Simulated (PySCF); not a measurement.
HSZn, SMILES [SH][Zn] (connectivity only; charge and spin as stated), neutral, multiplicity 2.

Geometry: PBE0-D3(BJ)/def2-TZVP. The spin state was assumed, not searched. The isomer is the one that the SMILES or the coordinates give; other isomers of the formula were not compared.

Level of theory: C-PCM-PBE0/def2-TZVPD in PySCF.

The values are the electrostatic part of the solvation free energy, E(continuum) − E(gas) at the gas-phase geometry, in a cavity of scaled van der Waals radii (PySCF's table); cavitation and dispersion terms are not included. A continuum can't describe solvent molecules that bind to the metal. The dipole moment in vacuum is 1.93 D.

Question: Estimate the values in water (ε = 78.36), diethylether (ε = 4.24), toluene (ε = 2.37). (The exact figures need the calculation; the answer reports its results.)

Answer: 
```csv
solvent,ε,ΔG(elec) (kcal/mol),dipole (D)
water,78.36,-11.8,4.07
diethylether,4.24,-8.4,3.39
toluene,2.37,-6.0,2.94
```
